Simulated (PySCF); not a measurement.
A run for PySCF: R-HF/STO-3G on CH6BN (SMILES CBN), a point of a bond scan (R = 1.107 Å).

```python
from pyscf import gto, scf, dft, mp
from pyscf.data.elements import chemcore

mol = gto.M(
    atom='''
    B    -0.40473597   -0.13480654    0.32621441
    H    -1.24160538   -0.47995243    1.11052684
    C     1.10762713   -0.49998646    0.54395436
    H     1.23440243   -1.58565610    0.60751525
    H     1.46275122   -0.10660429    1.50203988
    H     1.77496577   -0.12948036   -0.23901313
    N    -0.83495421    0.59935740   -0.77786552
    H    -1.89383719    0.86894885   -0.95331634
    H    -0.21034237    0.93570230   -1.49344212
    ''',
    basis='sto-3g',
    charge=0, spin=0, verbose=3, max_memory=1800)
mf = scf.RHF(mol)
mf.conv_tol = 1e-8
mf.max_cycle = 100
mf.kernel()
if not mf.converged:
    mf = mf.newton().run(mf.mo_coeff, mf.mo_occ)
```

The log:

```
converged SCF energy = -119.051172463813
```

The calculation finished and met its thresholds.

Cost: very roughly 0.27 core-seconds.
